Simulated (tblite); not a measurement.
**Question.** Give a GFN2-xTB geometry of `CC(C)(C)[C](Cl)Cl` [radical]. (Doublet state.)

**Answer.** 
Z-matrix in Å and degrees, rows numbered from 1:
```
C 
C   1  1.5326
C   2  1.5411  1  109.60
C   2  1.5326  1  109.31  3   120.15
C   2  1.5013  1  109.33  3  -120.19
Cl  5  1.7115  2  119.02  1    46.69
Cl  5  1.7113  2  119.02  1  -166.29
H   1  1.0868  2  110.33  3   177.24
H   1  1.0867  2  109.67  3   -63.20
H   1  1.0863  2  111.09  3    56.70
H   3  1.0872  2  109.85  1    60.00
H   3  1.0873  2  110.36  1   -59.94
H   3  1.0872  2  110.34  1   179.91
H   4  1.0869  2  110.31  1    62.64
H   4  1.0863  2  111.07  1  -176.82
H   4  1.0868  2  109.65  1   -56.92
```

C5 (carbon bonded to C and 2 Cl) has angles 119.0°, 119.0° and 114.0°, sum 352.0°, 0.27 Å off the plane of its three neighbours. Of the pairs four or more bonds apart, Cl7···H15 is among the closest relative to their van der Waals radii: 2.72 Å, 92 % of the sum of Bondi's values. The 4 C–C bonds span 1.501 Å (C2–C5, drawn single) to 1.541 Å (C2–C3, drawn single), a spread of 0.040 Å.

Computed geometry: GFN2-xTB, gas phase. This method treats the open shell by occupation alone, without spin polarisation.

Point group: Cs (every atom within 0.08 Å of its image). Its GFN2-xTB frequencies are all real (lowest 35 cm⁻¹).
